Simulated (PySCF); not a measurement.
Species: C₅H₂F₅O (doublet state).
Cartesian coordinates in Å at the GFN2-xTB level; atoms count from 1:
```
atom  x, y, z in Å
O1     2.3777   -1.0730    0.5073
C2     1.5957   -0.4591   -0.1472
C3     0.2376    0.0428    0.4151
C4     0.4960    1.4812    0.6996
F5     1.2088    1.7811    1.7819
F6     0.8157    2.2975   -0.3017
C7    -0.8561   -0.1907   -0.5791
F8    -0.6803    0.3645   -1.7884
C9    -1.9328   -0.9405   -0.3597
F10   -2.8882   -1.1940   -1.2299
F11   -2.1742   -1.5244    0.8036
H12    1.7746   -0.1197   -1.1777
H13    0.0210   -0.4652    1.3588
```

The hyperfine couplings belong to this conformer and change with its torsions.

The species is `O=C[C@@H]([C](F)F)C(F)=C(F)F` [radical].

Computed with UKS B3LYP, pcH-1 on C F H O, non-relativistic, mean-field spin-orbit, GIAO in PySCF 2.14.0. One conformer (not necessarily the lowest) at the GFN2-xTB geometry, without solvent, vibrations or thermal averaging. Couplings are sensitive to structure, and on GFN2-xTB geometries they can be far from those on DFT ones. No stability test was run, so a lower SCF solution isn't excluded.

Match the computed a_iso(13C) values +334.6, +45.7, +18.1, -0.6 MHz with the sites C2; C4; C7; C9.

```json
{"site": "C2", "a_iso (MHz)": "+45.7", "ρ(0) (bohr⁻³)": "+0.0406", "position": "2 bonds from C4", "distance from C4 (Å)": "2.39", "spin population": "+0.04", "largest |T| (MHz)": "13.1"}
{"site": "C4", "a_iso (MHz)": "+334.6", "ρ(0) (bohr⁻³)": "+0.2977", "position": "largest spin population", "distance from C4 (Å)": "0.00", "spin population": "+0.82", "largest |T| (MHz)": "157.1"}
{"site": "C7", "a_iso (MHz)": "+18.1", "ρ(0) (bohr⁻³)": "+0.0161", "position": "2 bonds from C4", "distance from C4 (Å)": "2.50", "spin population": "+0.01", "largest |T| (MHz)": "3.6"}
{"site": "C9", "a_iso (MHz)": "-0.6", "ρ(0) (bohr⁻³)": "-0.0005", "position": "3 bonds from C4", "distance from C4 (Å)": "3.59", "spin population": "0.00", "largest |T| (MHz)": "1.3"}
```

Match the computed a_iso(19F) values +210.1, +1.9 MHz (means over equivalent nuclei) with the sites F5/F6; F10.

```tsv
site	a_iso (MHz)	ρ(0) (bohr⁻³)	position	distance from C4 (Å)	bound to	spin population there	largest |T| (MHz)
F5/F6	+210.1	+0.0499	1 bond from C4	1.33	C4	+0.82	435.3
F10	+1.9	+0.0004	4 bonds from C4	4.73	C9	0.00	5.4
```

The isotropic 1H couplings are +11.7, +8.6 MHz. Assign them to H12; H13.

| site | a_iso (MHz) | ρ(0) (bohr⁻³) | position | distance from C4 (Å) | bound to | spin population there | largest \|T\| (MHz) |
| --- | --- | --- | --- | --- | --- | --- | --- |
| H12 | +11.7 | +0.0026 | γ, 3 bonds from C4 | 2.78 | C2 | +0.04 | 5.5 |
| H13 | +8.6 | +0.0019 | β, 2 bonds from C4 | 2.11 | C3 | -0.03 | 10.4 |

ρ(0) is the spin density at the nucleus and T the dipolar tensor; entries for several nuclei are means. The largest Mulliken spin population is on C4 (+0.82). The angles at C4 add up to 347.4°, so it is slightly pyramidal.

Nuclei that the bonding pattern makes equivalent are averaged, as if the motion that swaps them (rotation, inversion, ring flip) were fast.
